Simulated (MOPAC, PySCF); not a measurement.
C$_{2}$H$_{3}$F$_{3}$, SMILES `C(F)(C)(F)F`, neutral singlet in the gas phase. 

Cartesian coordinates (Å):
```xyz
8

C     -0.7787    -0.0017    -0.0798
C      0.7205     0.0091     0.0114
F      1.2759     0.7922    -0.9383
F      1.2416    -1.2270    -0.1410
F      1.1476     0.4731     1.2053
H     -1.1535     1.0125     0.0433
H     -1.1818    -0.6387     0.7050
H     -1.0769    -0.3867    -1.0530
```
Charge 0, multiplicity 1.

All levels are single points at this geometry (B3LYP-D3(BJ)/def2-TZVP); Pople sets use spherical d functions. Orbital energies aren't observables, and empty levels follow the basis.

```tsv
level	HOMO (eV)	LUMO (eV)	gap (eV)	dipole (D)	vertical IE, Delta-SCF (eV)
B3LYP-D3(BJ)/def2-TZVP in PySCF	-10.72	1.02	11.73	2.34	–
PBE-D3(BJ)/def2-TZVP in PySCF	-9.13	0.63	9.75	2.20	–
B3LYP/3-21G in PySCF	-9.92	3.53	13.45	2.16	–
SVWN5/6-31G* in PySCF	-8.73	2.20	10.93	1.99	12.69
HF/6-31G* in PySCF	-15.26	6.66	21.91	2.44	13.83
HF/STO-3G in PySCF	-11.30	14.98	26.28	1.60	–
AM1 in MOPAC	-13.04	2.05	15.09	2.22	–
PM3 in MOPAC	-14.31	1.32	15.63	2.11	–
PM6 in MOPAC	-13.91	1.49	15.41	2.33	–
```
